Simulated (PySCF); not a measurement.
`C=C(C)[SiH2][As]([SiH3])[SiH2]OC`, C₄H₁₅AsOSi₃

Cartesian coordinates in Å; atom numbers follow the order of the lines, from 1:
```xyz
24

C    -3.5206    0.8463    0.9074
C    -2.6268    0.0434    0.3504
C    -2.9425   -1.3873    0.0439
Si   -0.8714    0.6054   -0.0905
As    0.6521   -1.0010    0.6602
Si    0.6140   -2.4974   -1.1108
Si    2.5110    0.0887   -0.1134
O     2.4174    1.3990    0.8494
C     3.2920    2.4792    0.8360
H    -3.2910    1.8723    1.1403
H    -4.5197    0.5183    1.1572
H    -3.9777   -1.6309    0.2751
H    -2.2886   -2.0402    0.6305
H    -2.7563   -1.5970   -1.0095
H    -0.8433    0.8144   -1.5592
H    -0.6627    1.9238    0.5271
H     0.4310   -1.9112   -2.4487
H    -0.4452   -3.5075   -0.9576
H     1.8887   -3.2309   -1.1501
H     3.7954   -0.6096    0.0839
H     2.5639    0.5274   -1.5241
H     3.3108    2.9486   -0.1505
H     2.9518    3.2070    1.5734
H     4.3058    2.1588    1.0870
```

Level of theory: GIAO B97-2/pcSseg-1 magnetisability, rotational g tensor and spin-rotation constants, non-relativistic, gas phase (PySCF 2.14.0). Geometry: GFN2-xTB.

The calculation is non-relativistic, which matters for the atoms heavier than Zn.

(1) Give the nuclear spin-rotation constants along the inertial axes (H = +C I·J) beside the isotropic shieldings.

Answers

(1) Rotational constants 0.9738, 0.5065, 0.3680 GHz. A star marks the isotopologue with that one atom substituted, in its own axes.
```csv
atom,isotope,Caa (kHz),Cbb (kHz),Ccc (kHz),mean (kHz),σ (ppm)
As5,75As,0.694,0.371,0.341,0.469,2122.3
H10,1H,-0.057,0.027,-0.042,-0.024,26.1
H11,1H,0.081,-0.049,-0.037,-0.002,25.8
H12,1H,0.033,-0.053,-0.042,-0.021,29.8
H13,1H,-0.077,-0.033,-0.014,-0.041,29.6
H14,1H,-0.102,-0.035,-0.005,-0.047,29.9
H15,1H,-0.083,-0.043,0.015,-0.037,26.9
H16,1H,-0.064,0.015,-0.035,-0.028,27.1
H17,1H,-0.089,-0.045,0.012,-0.040,27.8
H18,1H,0.008,-0.034,-0.032,-0.019,27.8
H19,1H,-0.022,-0.016,-0.035,-0.024,27.9
H20,1H,-0.004,-0.018,-0.029,-0.017,26.5
H21,1H,-0.081,-0.045,0.019,-0.035,26.5
H22,1H,-0.106,-0.049,0.018,-0.046,28.2
H23,1H,-0.103,0.015,-0.027,-0.038,27.9
H24,1H,0.001,-0.036,-0.032,-0.022,28.2
C1,13C*,0.395,0.178,0.067,0.213,55.6
C2,13C*,0.438,0.218,0.052,0.236,38.5
C3,13C*,0.159,0.075,0.062,0.099,156.7
Si4,29Si*,-0.549,-0.295,-0.235,-0.359,382.4
Si6,29Si*,-0.558,-0.251,-0.190,-0.333,435.4
Si7,29Si*,-0.605,-0.292,-0.249,-0.382,357.0
O8,17O*,-0.048,-0.048,-0.009,-0.035,328.2
C9,13C*,0.163,0.102,0.082,0.116,130.8
```
For the geometry as given, no vibrational averaging.
